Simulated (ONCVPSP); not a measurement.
**Transferability test, ONCV potential for Zn**

ONCVPSP 4.0.1 input, shortened (lines: element, Z, core and valence counts, functional; n l f; lmax; l rc ep ncon nbas qcut; lloc lpopt rc5 dvloc0; l nproj debl; icmod fcfact rcfact), LDA (Perdew-Zunger), scalar-relativistic:

```
  Zn 30.00    3    4        3      upf
    1    0    2.00
    2    0    2.00
    2    1    6.00
    3    0    2.00
    3    1    6.00
    3    2   10.00
    4    0    1.00
    2
    0    1.10    0.00    3    7   13.80
    1    0.85    0.00    5   10   13.80
    2    1.15    0.00    5   10   11.90
    4    5    0.55    4.00
    0    3    3.20
    1    3    1.20
    2    2    1.00
    0    0.00    0.00
```

In the p channel the program set the typed energies aside and used -3.419, 0.250, 1.450 Ha.

Energies are relative to the spin-unpolarised reference configuration 3s2 3p6 3d10 4s1; without spin polarisation the order of configurations can differ from experiment.

```
valence configuration  charge  ΔE all-electron (eV)  error AE − PS (meV)
     3s2 3p6 3d10 4s0      +2                18.769                 +0.7
      3s2 3p6 3d9 4s0      +3                59.659                 +4.0
```

Question: What are ΔE and the potential's error for 3s2 3p6 3d9 4s2 4p1?

Answer: ΔE = 2.165 eV all-electron; the error (AE − PS) is +31 meV.

Question: What are ΔE and the potential's error for 3s2 3p6 3d10 4s2?

Answer: ΔE = -10.190 eV all-electron; the error (AE − PS) is +1.8 meV.

Levels in the configuration 3s2 3p6 3d9 4s0:

| level | all-electron (eV) | pseudo (eV) |
| --- | --- | --- |
| 3s | -170.527 | -170.555 |
| 3p | -124.983 | -125.003 |
| 3d | -51.064 | -51.026 |
